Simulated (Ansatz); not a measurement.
Born–Oppenheimer molecular dynamics of ClH₅W (7 atoms, charge 0, multiplicity 1). It starts at the highest image of a converged band. Of that band: The profile has 2 maxima (images 2, 7) with wells between them (image 6): this band takes more than one step, which may be the mechanism or a detour left from its start path. A vibrational analysis at the climbing image gives one clearly imaginary mode, 401i cm⁻¹: a first-order saddle point.

Level of theory: Ansatz 0.2.0, RKS PBE0-D4/def2-SVP.

```json
{
 "ensemble": "NVE (velocity Verlet)",
 "time step": "0.5 fs",
 "steps asked": "185",
 "starting velocities drawn for": "300 K",
 "seed": "5608"
}
```

First frame:

```xyz
7
Properties=species:S:1:pos:R:3
W -0.185 -0.344 -0.189
H 0.097 0.232 1.322
H 1.351 -0.135 0.373
H 0.402 1.208 0.062
H -1.444 0.393 0.670
Cl 0.267 -2.554 0.181
H 0.412 0.530 -1.520
```

**Question.** How far do the bonds stretch over the last three quarters of this one trajectory? (Pairs bonded in most of those frames.)

**Answer.** 
```tsv
bond	mean (Å)	spread (Å)	shortest	longest
W1–H2	1.679	0.046	1.59	1.75
W1–H3	1.654	0.016	1.63	1.68
W1–H4	1.685	0.029	1.63	1.73
W1–H5	1.711	0.057	1.62	1.80
W1–Cl6	2.269	0.015	2.24	2.29
W1–H7	1.700	0.023	1.66	1.74
```

Mean temperature of the second half: 489 K. The conserved energy stayed within 0.16 meV per atom of its start (net change 0.074 meV per atom), so the integration is sound. The kinetic energy rose, since the run started high on the potential surface and went downhill. A run of 0.092 ps of so small a system gives no equilibrium averages. The orbitals stay closed-shell, which can raise the energy where a bond breaks towards radicals; this wasn't checked here.

Run time: 10 min on 1 thread of Arm Neoverse V2 (shared host), peak memory 0.14 GiB.
